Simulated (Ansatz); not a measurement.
Born–Oppenheimer molecular dynamics of C2H3LiN (7 atoms, charge 1, multiplicity 1). It starts from a relaxed structure.

These are results of RKS PBE/6-31G* (Ansatz 0.2.0), not measurements.

```json
{
 "ensemble": "NVE (velocity Verlet)",
 "time step": "0.5 fs",
 "steps asked": "300",
 "starting velocities drawn for": "300 K",
 "seed": "195227"
}
```

First frame:

```xyz
7
Properties=species:S:1:pos:R:3
Li -1.254 3.221 -0.368
C 0.386 -0.991 0.113
C -0.137 0.352 -0.039
N -0.559 1.436 -0.162
H 0.472 -1.242 1.184
H -0.290 -1.715 -0.374
H 1.383 -1.061 -0.354
```

**Question.** How far do the bonds stretch over the last three quarters of this one trajectory? (Pairs bonded in most of those frames.)

**Answer.** 
| bond | mean (Å) | spread (Å) | shortest | longest |
| --- | --- | --- | --- | --- |
| Li1–N4 | 1.948 | 0.071 | 1.84 | 2.05 |
| C2–C3 | 1.450 | 0.012 | 1.43 | 1.47 |
| C2–H5 | 1.107 | 0.040 | 1.04 | 1.17 |
| C2–H6 | 1.105 | 0.018 | 1.08 | 1.13 |
| C2–H7 | 1.108 | 0.036 | 1.05 | 1.16 |
| C3–N4 | 1.171 | 0.004 | 1.16 | 1.18 |

Mean temperature of the second half: 154 K. The conserved energy stayed within 0.32 meV per atom of its start (net change 0.18 meV per atom), so the integration is sound. The temperature averaged 0.51 of the 300 K drawn at the start: a run that starts near a minimum puts about half its kinetic energy into the potential. A run of 0.15 ps of so small a system gives no equilibrium averages. Limits of this set-up: the dipole of an ion depends on the origin.

Time of the run: 5.3 min on 1 thread of Arm Neoverse V1, with other jobs on the host, peak memory 0.22 GiB.
